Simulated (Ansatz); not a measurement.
Reactions of `F[Si](Cl)(Cl)[SiH2]Cl`.

Isolated molecules relaxed with PBE0-D4/def2-TZVP in Ansatz; ΔE leaves out vibrations. CCSD(T)/CBS adds triple-zeta CCSD(T) − MP2 to the extrapolated MP2 energy (def2 sets, frozen cores). This one scheme is used for every species. DFT in def2-TZVPP. For Br outer-core shells are correlated without core-valence functions, which leaves a few kJ/mol of doubt a bond. Scalar relativity is left out up to krypton. Each species was taken in one conformer, which may not be the lowest.

| reaction | B2PLYP (eV) |
| --- | --- |
| `F[Si](Cl)(Cl)[SiH2]Cl` + `O[SiH3]` → `F[Si](Cl)(Cl)O[SiH3]` + `[SiH3]Cl` | -1.48 |
| `F[Si](Cl)(Cl)[SiH2]Cl` + H–F → `F[SiH2][Si](F)(Cl)Cl` + HCl | -0.35 |
| `F[Si](Cl)(Cl)[SiH2]Cl` + `O[SiH2]S[SiH](F)F` → `O[SiH2]S[Si](F)(Cl)Cl` + `F[SiH](F)[SiH2]Cl` | 0.13 |
| `F[Si](Cl)(Cl)[SiH2]Cl` + `N[SiH2]N` → `N[SiH2]N[SiH2]Cl` + `F[SiH](Cl)Cl` | -0.89 |
| `F[Si](Cl)(Cl)[SiH2]Cl` → `F[SiH2][Si](Cl)(Cl)Cl` | 0.14 |
| `F[Si](Cl)(Cl)[SiH2]Cl` + `F[Si](S)(Cl)Cl` → `F[Si](Cl)(Cl)S[SiH2]Cl` + `F[SiH](Cl)Cl` | -0.75 |
| `F[Si](Cl)(Cl)[SiH2]Cl` + `ClBBr` → `Cl[SiH2]BBr` + `F[Si](Cl)(Cl)Cl` | 0.08 |

**Question.** Give the CCSD(T)/CBS values in the same order. (An estimate is asked.)

**Answer.** The calculation gave: -1.45, -0.26, 0.12, -0.87, 0.14, -0.78, 0.04 eV.

Largest T1 diagnostic: 0.012, for `O[SiH2]S[SiH](F)F`.
